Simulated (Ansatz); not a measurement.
One change: `O[SiH2][SiH2]Br` becomes `O[SiH2][SiH2]F`.

Ansatz, PBE0-D4/def2-TZVP geometries, multiplicity 1. Each molecule was computed in one conformer, which needn't be the lowest.

Scalar relativity is left out up to krypton.

```csv
property,`O[SiH2][SiH2]Br`
HOMO energy (B3LYP/def2-TZVPP) / eV,-7.69
HOMO–LUMO gap (PBE0/def2-TZVPP) / eV,6.76
HOMO–LUMO gap (B3LYP/def2-TZVPP) / eV,6.38
LUMO energy (PBE0/def2-TZVPP) / eV,-1.13
HOMO energy (PBE0/def2-TZVPP) / eV,-7.89
LUMO energy (PBE/def2-TZVPP) / eV,-1.96
```

Problem. What does the change do to each property? (Estimate.)

Solution. The calculation gave: 
```tsv
property	`O[SiH2][SiH2]F`	shift
HOMO energy (B3LYP/def2-TZVPP) / eV	-8.00	-0.31
HOMO–LUMO gap (PBE0/def2-TZVPP) / eV	7.17	0.41
HOMO–LUMO gap (B3LYP/def2-TZVPP) / eV	6.78	0.40
LUMO energy (PBE0/def2-TZVPP) / eV	-1.01	0.12
HOMO energy (PBE0/def2-TZVPP) / eV	-8.19	-0.30
LUMO energy (PBE/def2-TZVPP) / eV	-1.88	0.08
```

With PBE0 the HOMO falls by 0.30 eV and the LUMO rises by 0.12 eV, so the gap widens by about 0.42 eV. PBE moves the HOMO by -0.27 eV and ωB97M-V by -0.31 eV.

B3LYP here is the variant with VWN-RPA as its local correlation; programs differ in this.

Spin–orbit coupling is left out; it splits and shifts lone-pair levels of the heavy atoms by tenths of an eV.
